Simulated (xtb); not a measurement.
HAl (SMILES [AlH]), singlet, geometry from GFN2-xTB (such geometries of metal compounds can be far from the true shape); GFN1-xTB with ALPB(benzene) (xtb).

Here is a job for xtb.
```
$ xtb mol.xyz --gfn 1 --alpb benzene --json

# file mol.xyz
2

Al    -0.00000000    -0.00000000    -0.11521965
H      0.00000000     0.00000000     1.49785545
```

What the program printed (banner, timings and long lists left out):

```
   ID    Z sym.   atoms
    1   13 Al     1
    2    1 H      2

           -------------------------------------------------
          |                Calculation Setup                |
           -------------------------------------------------

           -------------------------------------------------
          |                 G F N 1 - x T B                 |
           -------------------------------------------------

      * Solvation model:               ALPB
        Solvent                        benzene
        Parameter file                 internal GFN1-xTB/ALPB
        Dielectric constant                7.0000E+00
        Reference state                gsolv [1 M gas/solution]
        Free energy shift                  5.0562E-03 Eh       3.1728E+00 kcal/mol
        Temperature                        2.9815E+02 K
        Density                            8.6700E-01 kg/L
        Solvent mass                       7.8110E+01 g/mol
        Interaction kernel             P16
        Born radius scaling (c1)           1.7593E+00
        Born radii integrator          GBOBC
        Born offset                        0.0000E+00 a0       0.0000E+00 AA
        H-bond correction              false
        Ion screening                  false
        Surface tension                    1.0000E-05 Eh       1.5569E+01 dyn/cm
        Grid points                               230 per atom

          ...................................................
          :                      SETUP                      :
          :.................................................:
          :  # basis functions                  12          :
          :  # atomic orbitals                  11          :
          :  # shells                            5          :
          :  # electrons                         4          :
          :  # halogen bonds                     0          :
          :  max. iterations                   250          :
          :  Hamiltonian                  GFN1-xTB          :
          :  restarted?                      false          :
          :  GBSA solvation                   true          :
          :  PC potential                    false          :
          :  electronic temp.          300.0000000     K    :
          :  accuracy                    1.0000000          :
          :  -> integral cutoff          0.2500000E+02      :
          :  -> integral neglect         0.1000000E-07      :
          :  -> SCF convergence          0.1000000E-05 Eh   :
          :  -> wf. convergence          0.2000000E-04 e    :
          :  Broyden damping             0.4000000          :
          :  net charge                          0          :
          :  unpaired electrons                  0          :
          ...................................................

 iter      E             dE          RMSdq      gap      omega  full diag
   1     -1.7835593 -0.178356E+01  0.390E+00    7.21       0.0  T
   2     -1.7884927 -0.493339E-02  0.178E+00    6.79       1.0  T
   3     -1.7896703 -0.117768E-02  0.170E-01    6.38       1.0  T
   4     -1.7896757 -0.534960E-05  0.132E-01    6.46       1.0  T
   5     -1.7896853 -0.965218E-05  0.332E-03    6.42      21.3  T
   6     -1.7896854 -0.672725E-08  0.363E-04    6.43     194.8  T
   7     -1.7896854 -0.575606E-10  0.535E-06    6.43   13219.9  T
   8     -1.7896854 -0.157652E-13  0.696E-09    6.43  100000.0  T

   *** convergence criteria satisfied after 8 iterations ***

         :::::::::::::::::::::::::::::::::::::::::::::::::::::
         ::                     SUMMARY                     ::
         :::::::::::::::::::::::::::::::::::::::::::::::::::::
         :: total energy              -1.786942341541 Eh    ::
         :: total w/o Gsasa/hb        -1.784881059016 Eh    ::
         :: gradient norm              0.052786318342 Eh/a0 ::
         :: HOMO-LUMO gap              6.425115702239 eV    ::
         ::.................................................::
         :: SCC energy                -1.789685353976 Eh    ::
         :: -> electrostatic           0.011750983811 Eh    ::
         :: -> Gsolv                  -0.002949975409 Eh    ::
         ::    -> Gelec               -0.000888692883 Eh    ::
         ::    -> Gsasa               -0.007117440703 Eh    ::
         ::    -> Ghb                  0.000000000000 Eh    ::
         ::    -> Gshift               0.005056158178 Eh    ::
         :: repulsion energy           0.002907080234 Eh    ::
         :: dispersion energy         -0.000164067799 Eh    ::
         :: halogen bond corr.         0.000000000000 Eh    ::
         :: add. restraining           0.000000000000 Eh    ::
         :: total charge              -0.000000000000 e     ::
         :::::::::::::::::::::::::::::::::::::::::::::::::::::

           -------------------------------------------------
          |                Property Printout                |
           -------------------------------------------------

    * Orbital Energies and Occupations

         #    Occupation            Energy/Eh            Energy/eV
      -------------------------------------------------------------
         1        2.0000           -0.5013658             -13.6429
         2        2.0000           -0.3767884             -10.2529 (HOMO)
         3                         -0.1406698              -3.8278 (LUMO)
         4                         -0.1406698              -3.8278
         5                         -0.0913116              -2.4847
         6                         -0.0780557              -2.1240
         7                         -0.0780557              -2.1240
         8                         -0.0780557              -2.1240
         9                         -0.0780557              -2.1240
        10                         -0.0061928              -0.1685
        11                          0.6821950              18.5635
      -------------------------------------------------------------
                  HL-Gap            0.2361187 Eh            6.4251 eV
             Fermi-level           -0.2587291 Eh           -7.0404 eV

  Mulliken/CM5 charges         n(s)   n(p)   n(d)
     1Al    0.29237  0.22379   1.944  0.679  0.085
     2H    -0.29237 -0.22379   1.292  0.000  0.000

Wiberg/Mayer (AO) data.
largest (>0.10) Wiberg bond orders for each atom

 ---------------------------------------------------------------------------
     #   Z sym  total        # sym  WBO       # sym  WBO       # sym  WBO
 ---------------------------------------------------------------------------
     1  13 Al   0.919 --     2 H    0.919
     2   1 H    0.919 --     1 Al   0.919
 ---------------------------------------------------------------------------

Topologies differ in total number of bonds
Writing topology from bond orders to xtbtopo.mol

 dipole moment from electron density (au)
     X       Y       Z
  -0.0000   0.0000  -1.0505  total (Debye):    2.670

           -------------------------------------------------
          | TOTAL ENERGY               -1.786942341541 Eh   |
          | GRADIENT NORM               0.052786318342 Eh/α |
          | HOMO-LUMO GAP               6.425115702239 eV   |
           -------------------------------------------------

normal termination of xtb
```
